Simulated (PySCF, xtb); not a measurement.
C2H8BFN2, SMILES CN(C)B(N)F.

GFN2-xTB in xtb at its own geometry gives an orbital gap of 6.53 eV and a dipole moment of 2.71 D.

Geometry optimised at B3LYP-D3(BJ)/def2-SVP. The values are those of a single conformer.

Question: What does ωB97X/def2-TZVP run with PySCF give? (The exact figures need the calculation; the answer reports its results.)

Answer: gap 11.57 eV (levels -8.79 and 2.78 eV), dipole 2.08 D.
